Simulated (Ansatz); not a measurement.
Born–Oppenheimer molecular dynamics of F$_{3}$H$_{3}$W (7 atoms, charge 0, multiplicity 1). It goes on from the last frame of an earlier run, with new velocities.

Theory: Ansatz 0.2.0, RKS PBE-D4/def2-SVP.

| Item | Value |
| --- | --- |
| ensemble | NVT, Langevin thermostat |
| time step | 0.5 fs |
| steps asked | 100 |
| set temperature | 3000 K |
| friction | 0.001 /fs |
| masses | H 3.016 u |
| seed | 500310 |

First frame:

```xyz
7
Properties=species:S:1:pos:R:3
W -0.225 0.234 0.200
F 0.000 -0.072 2.057
H 1.129 0.041 -0.736
F 0.285 2.044 -0.019
F -2.044 -0.294 -0.018
H 0.597 -1.191 0.003
H -0.154 -0.531 -1.339
```

What does the run give?

All steps were run.

| Property | Result |
| --- | --- |
| steps done | 100 |
| time covered | 50 fs |
| mean temperature over the second half | 1938 K |
| spread of the potential energy over the second half | 32.0 meV per atom |
| mean potential energy of the second half above the start | 82.6 meV per atom |

The mean temperature of the second half is 35 % below the set value. A run of 0.05 ps of so small a system gives no equilibrium averages.

What happens to the structure?

The same pairs are bonded in the first frame and the last. Pairs count as bonded within 1.25 times the sum of covalent radii (0.12 Å more for H–H). Another seed would give other details.

How do temperature and energy run in time?


```json
{"time (fs)": "0", "T (K)": "2571", "potential energy less start (eV)": "0.000"}
{"time (fs)": "4", "T (K)": "1891", "potential energy less start (eV)": "0.599"}
{"time (fs)": "8", "T (K)": "1755", "potential energy less start (eV)": "0.757"}
{"time (fs)": "12", "T (K)": "1910", "potential energy less start (eV)": "0.729"}
{"time (fs)": "16", "T (K)": "1657", "potential energy less start (eV)": "0.909"}
{"time (fs)": "20", "T (K)": "1452", "potential energy less start (eV)": "1.010"}
{"time (fs)": "24", "T (K)": "1814", "potential energy less start (eV)": "0.715"}
{"time (fs)": "28", "T (K)": "2346", "potential energy less start (eV)": "0.163"}
{"time (fs)": "32", "T (K)": "2059", "potential energy less start (eV)": "0.368"}
{"time (fs)": "36", "T (K)": "1700", "potential energy less start (eV)": "0.735"}
{"time (fs)": "40", "T (K)": "1792", "potential energy less start (eV)": "0.746"}
{"time (fs)": "44", "T (K)": "1740", "potential energy less start (eV)": "0.804"}
{"time (fs)": "48", "T (K)": "1899", "potential energy less start (eV)": "0.643"}
```

The run took 2.8 min on 2 threads of Arm Neoverse V1 (shared host), peak memory 0.12 GiB.
